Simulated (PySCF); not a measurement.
C4H6ClF, SMILES CC/C(F)=C/Cl.

The structure is a stationary point at ωB97X-D3(BJ)/def2-SVP. The structure was generated by enumeration; whether it is a known compound was not checked. One conformer was computed; it need not be the lowest.

Two levels are set side by side: TDDFT-PBE/def2-SVPD (PySCF) and TDDFT-CAM-B3LYP/def2-SVPD (PySCF). Vertical, same geometry. The lowest singlet is HOMO→LUMO+2 49 %, HOMO→LUMO+1 39 %, HOMO→LUMO 11 % with PBE and HOMO→LUMO+2 66 %, HOMO→LUMO+1 12 % with the other functional; states are paired by order. Differences are taken from unrounded values.

| quantity | TDDFT-CAM-B3LYP | TDDFT-PBE | TDDFT-PBE minus TDDFT-CAM-B3LYP |
|---|---|---|---|
| lowest singlet excitation (eV) | 6.39 | 5.76 | -0.63 |
| lowest triplet excitation (TDA) (eV) | 4.19 | 4.20 | 0.01 |
| first bright state (f over 0.05) (eV) | 6.70 | 6.35 | -0.35 |
| its oscillator strength | 0.06 | 0.27 | 0.21 |

Functionals without exact exchange tend to place singlet excitations lower, as here. Differences between two approximate levels are no errors against the true value.

Rough cost on one machine, each run with all the roots and properties that it gave: TDDFT-CAM-B3LYP against TDDFT-PBE about 8 times.
